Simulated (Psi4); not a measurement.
H₆GeOSi, singlet, at a GFN2-xTB geometry; PBE/def2-SVPD in Psi4.

Here is a job for Psi4.
```
memory 2 GB

molecule mol {
0 1
Ge    1.125372   -0.150223    0.102115
O    -0.543055   -0.149453   -0.355149
Si   -2.062402    0.358877   -0.071920
H     1.752648   -1.083813   -0.883064
H     1.630972    1.256959   -0.022347
H     1.215508   -0.645521    1.515777
H    -2.501182   -0.159722    1.225451
H    -2.803817   -0.212726   -1.191291
H    -2.087973    1.823301   -0.064125
}

set {
  basis def2-svpd
  reference rks
}

energy('pbe')
print_variables()
```

What the program printed (banner, timings and long lists left out):

```
   => Loading Basis Set <=

    Name: DEF2-SVPD
    Role: ORBITAL
    Keyword: BASIS

         ---------------------------------------------------------
                                   SCF
               by Justin Turney, Rob Parrish, Andy Simmonett
                          and Daniel G. A. Smith
                              RKS Reference
         ---------------------------------------------------------

  ==> Geometry <==

    Molecular point group: c1
    Full point group: C1

    Geometry (in Angstrom), charge = 0, multiplicity = 1:

       Center              X                  Y                   Z               Mass
    ------------   -----------------  -----------------  -----------------  -----------------
         GE           1.012516314761    -0.130304171608     0.098559042724    73.921177761000
         O           -0.655910685239    -0.129534171608    -0.358704957276    15.994914619570
         SI          -2.175257685239     0.378795828392    -0.075475957276    27.976926534650
         H            1.639792314761    -1.063894171608    -0.886619957276     1.007825032230
         H            1.518116314761     1.276877828392    -0.025902957276     1.007825032230
         H            1.102652314761    -0.625602171608     1.512221042724     1.007825032230
         H           -2.614037685239    -0.139803171608     1.221895042724     1.007825032230
         H           -2.916672685239    -0.192807171608    -1.194846957276     1.007825032230
         H           -2.200828685239     1.843219828392    -0.067680957276     1.007825032230

  Running in c1 symmetry.

  Rotational constants: A =      1.13803  B =      0.06636  C =      0.06564 [cm^-1]
  Rotational constants: A =  34117.42729  B =   1989.53232  C =   1967.88443 [MHz]
  Nuclear repulsion =  268.275699646514397

  Charge       = 0
  Multiplicity = 1
  Electrons    = 60
  Nalpha       = 30
  Nbeta        = 30

  ==> Algorithm <==

  SCF Algorithm Type is DF.
  DIIS enabled.
  MOM disabled.
  Fractional occupation disabled.
  Guess Type is SAD.
  Energy threshold   = 1.00e-06
  Density threshold  = 1.00e-06
  Integral threshold = 1.00e-12

  ==> Primary Basis <==

  Basis Set: DEF2-SVPD
    Blend: DEF2-SVPD
    Number of shells: 57
    Number of basis functions: 133
    Number of Cartesian functions: 141
    Spherical Harmonics?: true
    Max angular momentum: 2

  ==> DFT Potential <==

   => LibXC <=

    Version 7.1.2
    S. Lehtola, C. Steigemann, M. J. T. Oliveira, and M. A. L. Marques,  SoftwareX 7, 1–5 (2018) (10.1016/j.softx.2017.11.002)

   => Composite Functional: PBE <=

    PBE GGA Exchange-Correlation Functional

    J.P. Perdew et. al., Phys. Rev. Lett., 77(18), 3865-3868, 1996

    Deriv               =              1
    GGA                 =           TRUE
    Meta                =          FALSE

    Exchange Hybrid     =          FALSE
    MP2 Hybrid          =          FALSE

   => Exchange Functionals <=

    1.0000     XC_GGA_X_PBE

   => Correlation Functionals <=

    1.0000     XC_GGA_C_PBE

   => LibXC Density Thresholds  <==

    XC_GGA_C_PBE:  1.00E-12
    XC_GGA_X_PBE:  1.00E-15

   => Molecular Quadrature <=

    Radial Scheme          =       TREUTLER
    Pruning Scheme         =           NONE
    Nuclear Scheme         =       TREUTLER

    Blocking Scheme        =         OCTREE
    BS radius alpha        =              1
    Pruning alpha          =              1
    Radial Points          =             75
    Spherical Points       =            302
    Total Points           =         195767
    Total Blocks           =           1498
    Max Points             =            256
    Max Functions          =            132
    Weights Tolerance      =       1.00E-15

   => Loading Basis Set <=

    Name: (DEF2-SVPD AUX)
    Role: JKFIT
    Keyword: DF_BASIS_SCF

  ==> Integral Setup <==

  SCF_SUBTYPE=INCORE selected. In-core MEM_DF algorithm will be used.
  Using in-core AOs.

  ==> MemDFJK: Density-Fitted J/K Matrices <==

    J tasked:                   Yes
    K tasked:                    No
    wK tasked:                   No
    Algorithm:                 Core
    Schwarz Cutoff:           1E-12
    Mask sparsity (%):       2.3065
    Fitting Condition:        1E-10

   => Auxiliary Basis Set <=

  Basis Set: (DEF2-SVPD AUX)
    Blend: DEF2-UNIVERSAL-JKFIT
    Number of shells: 159
    Number of basis functions: 579
    Number of Cartesian functions: 739
    Spherical Harmonics?: true
    Max angular momentum: 5

  Minimum eigenvalue in the overlap matrix is 1.9810000309E-04.
  Reciprocal condition number of the overlap matrix is 2.5212847224E-05.
    Using symmetric orthogonalization.

  ==> Pre-Iterations <==

  SCF Guess: Superposition of Atomic Densities via on-the-fly atomic UHF (no occupation information).

   -------------------------
    Irrep   Nso     Nmo
   -------------------------
     A        133     133
   -------------------------
    Total     133     133
   -------------------------

  ==> Iterations <==

                           Total Energy        Delta E     RMS |[F,P]|

   @DF-RKS iter SAD: -2441.28735424472598   -2.44129e+03   0.00000e+00
   @DF-RKS iter   1: -2442.73489482681134   -1.44754e+00   1.96707e-02 DIIS/ADIIS
   @DF-RKS iter   2: -2421.72267219246442    2.10122e+01   8.07919e-02 DIIS/ADIIS
   @DF-RKS iter   3: -2443.41285650676627   -2.16902e+01   1.72548e-02 DIIS/ADIIS
   @DF-RKS iter   4: -2444.35547671229642   -9.42620e-01   2.09628e-03 DIIS/ADIIS
   @DF-RKS iter   5: -2444.34511262264459    1.03641e-02   2.35185e-03 DIIS/ADIIS
   @DF-RKS iter   6: -2444.38260896238899   -3.74963e-02   2.32069e-04 DIIS/ADIIS
   @DF-RKS iter   7: -2444.38330825366756   -6.99291e-04   2.70383e-05 DIIS
   @DF-RKS iter   8: -2444.38331441992796   -6.16626e-06   7.88449e-06 DIIS
   @DF-RKS iter   9: -2444.38331510778744   -6.87859e-07   1.21743e-06 DIIS
   @DF-RKS iter  10: -2444.38331512511832   -1.73309e-08   2.43721e-07 DIIS
  Energy and wave function converged.

  ==> Post-Iterations <==

   Electrons on quadrature grid:
      Ntotal   =   59.9999984836 ; deviation = -1.516e-06

    Orbital Energies [Eh]
    ---------------------

    Doubly Occupied:

[...]
    Virtual:

[...]
     133A      3.168234

    Final Occupation by Irrep:
              A
    DOCC [    30 ]
    NA   [    30 ]
    NB   [    30 ]

  @DF-RKS Final Energy: -2444.38331512511832

   => Energetics <=

    Nuclear Repulsion Energy =            268.2756996465143970
    One-Electron Energy =               -3936.8128313678616905
    Two-Electron Energy =                1334.4165630866657466
    DFT Exchange-Correlation Energy =    -110.2627464904372516
    Empirical Dispersion Energy =           0.0000000000000000
    VV10 Nonlocal Energy =                  0.0000000000000000
    Total Energy =                      -2444.3833151251183153

Computation Completed

Properties will be evaluated at   0.000000,   0.000000,   0.000000 [a0]

Properties computed using the SCF density matrix

 Multipole Moments:

 ------------------------------------------------------------------------------------
     Multipole            Electronic (a.u.)      Nuclear  (a.u.)        Total (a.u.)
 ------------------------------------------------------------------------------------

 L = 1.  Multiply by 2.5417464519 to convert [e a0] to [Debye]
 Dipole X            :         13.1100583          -12.7959953            0.3140630
 Dipole Y            :         -2.1913636            2.2584603            0.0670967
 Dipole Z            :          0.5815718           -0.4031701            0.1784017
 Magnitude           :                                                    0.3673754

 ------------------------------------------------------------------------------------

  Variable Map:
  ----------------------------------------------------------------------------
[...]
  Array Variable Map:
  ----------------------------------------------------------------------------
[...]
[...]
```
